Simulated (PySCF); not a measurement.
Compound: BMe2(NCO), C3H6BNO.
Geometry (PBE0-D3(BJ)/def2-SVP, Å), atoms numbered from 1 in this order:
```xyz
12
C3H6BNO angstrom
B      0.0108    0.0363    0.0084
C      1.5812   -0.0123   -0.0449
H      1.9508    0.1593    0.9832
H      2.0011    0.8042   -0.6533
H      1.9880   -0.9750   -0.3845
C     -0.7751    1.3959    0.0323
H     -0.8187    1.7670   -1.0092
H     -0.2431    2.1727    0.6035
H     -1.8103    1.3140    0.3919
N     -0.7190   -1.1906    0.0346
C     -1.2570   -2.2576    0.0406
O     -1.7932   -3.2968    0.0482
```

A calculation gives these core lines: B 1s: 196.70 eV; C 1s: 290.27 (area 2), 294.88 (area 1) eV; N 1s: 405.61 eV; O 1s: 539.26 eV.

Level of theory: delta-SCF UKS SCAN, pcX-2 on the ionised atom, pcseg-1 elsewhere, spin-free X2C in PySCF 2.14.0. Isolated species at its PBE0-D3(BJ)/def2-SVP geometry, gas phase.

(1) Assign the C 1s lines to atoms.

## Answers

(1) 290.27 eV: C2/C6 (carbon bonded to B and 3 H); 294.88 eV: C11 (carbon bonded to N and O). Lowest listed C 1s: C2/C6, bonded to 3 H and B. Highest, 4.61 eV above it: C11, bonded to O and N.

Bonded neighbours of each site: B1: N and 2 C; C2/C6: 3 H and B; N10: C and B; C11: O and N; O12: C.

Question: Which effective nuclear charge Zeff reproduces each element's mean 1s value in the hydrogen-like formula E = 13.606 eV × Zeff²?

Answer: B (Z = 5): mean 196.7 eV, Zeff = 3.80, Z − Zeff = 1.20; C (Z = 6): mean 291.8 eV, Zeff = 4.63, Z − Zeff = 1.37; N (Z = 7): mean 405.6 eV, Zeff = 5.46, Z − Zeff = 1.54; O (Z = 8): mean 539.3 eV, Zeff = 6.30, Z − Zeff = 1.70. Means run over the listed sites, weighted by atom count.

One atom of each set of topologically equivalent atoms was ionised and stands for the set; in this conformer not all members are related by symmetry, and their own values weren't computed.
